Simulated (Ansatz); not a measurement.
A structure relaxed at PBE0-D4/def2-TZVP, charge 0, multiplicity 1:

Cartesian coordinates in Å:
```
F -0.298 1.779 1.365
B -0.200 0.808 0.489
O -0.650 0.554 -0.704
Ga 0.504 -0.983 -0.067
H 0.643 -2.157 -1.083
```

(1) Give its formula and SMILES.

(2) Point group (tolerance 0.08 Å, 0.16 Å for H)?

(3) Summarise the bond lengths by kind.

Results:

(1) BFGaHO, `F[B]1[O][GaH]1`.

(2) Cs.

(3) 1 × B–F 1.311 Å; 1 × B–O 1.300 Å; 1 × B–Ga 2.003 Å; 1 × Ga–O 2.024 Å; 1 × Ga–H 1.559 Å.

Computed with Ansatz.
